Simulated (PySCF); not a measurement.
## TlI₂⁺: adding exact exchange

Base calculation in PySCF with density fitting and no spin–orbit coupling, PBE/def2-TZVP (scalar-relativistic core potentials): singlet, D∞h, Tl–I 2.617 Å (×2); wavenumbers 49 (×2), 146, 234 cm⁻¹; gap between the highest occupied and lowest empty levels 2.07 eV, polar-tensor charge of Tl 0.93 e.

Q: What changes on going to PBE0/def2-TZVP (scalar-relativistic core potentials)?

A: The point group stays the same. Changes: mean bond to Tl -0.031 Å, highest wavenumber +15 cm⁻¹, lowest wavenumber +2 cm⁻¹, gap between the highest occupied and lowest empty levels +2.00 eV, polar-tensor charge of Tl +0.06 e. The new structure has Tl–I 2.586 Å (×2), with wavenumbers 51 (×2), 158, 249 cm⁻¹. Exact exchange shortens and stiffens the bonds and opens the gap, the usual pattern.

Spin–orbit coupling is large for TlI₂⁺ and is left out. Only the bonding shown was studied: isomers, or loss of a ligand pair, can lie lower.
